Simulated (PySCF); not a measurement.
CH4MgOSe.

```xyz
8

Mg     0.1723    -0.4120    -0.4646
O      0.6284    -1.5588    -1.7328
C      0.9840    -2.4522    -2.7243
H      0.6473    -2.1166    -3.7264
H      2.0828    -2.5908    -2.7840
H      0.5426    -3.4558    -2.5566
Se    -0.4357     1.1781     1.2671
H     -1.4576     0.2342     1.7696
```
Charge 0, spin multiplicity 1.

Coordinates come from a B3LYP-D3(BJ)/def2-SVP optimisation. The structure was generated by enumeration; whether it is a known compound was not checked. Other conformers were not sampled.

Computed with PBE/pcSseg-1 in PySCF. Non-relativistic, no solvent.

Computed absolute GIAO shielding of each atom: isotropic value and principal components (ppm):
```
atom  σ(iso)     σ11     σ22     σ33   span
----  ------  ------  ------  ------  -----
Mg1    500.5   394.5   408.8   698.1  303.6
O2     349.0   339.8   352.7   354.4   14.6
C3     120.5    90.4    90.8   180.4   89.9
H4      26.9    22.5    24.2    33.9   11.3
H5      26.9    22.6    24.2    33.9   11.3
H6      26.9    22.6    24.2    33.9   11.2
Se7   2492.6  2201.9  2354.6  2921.5  719.6
H8      32.8    23.0    26.7    48.8   25.9
```
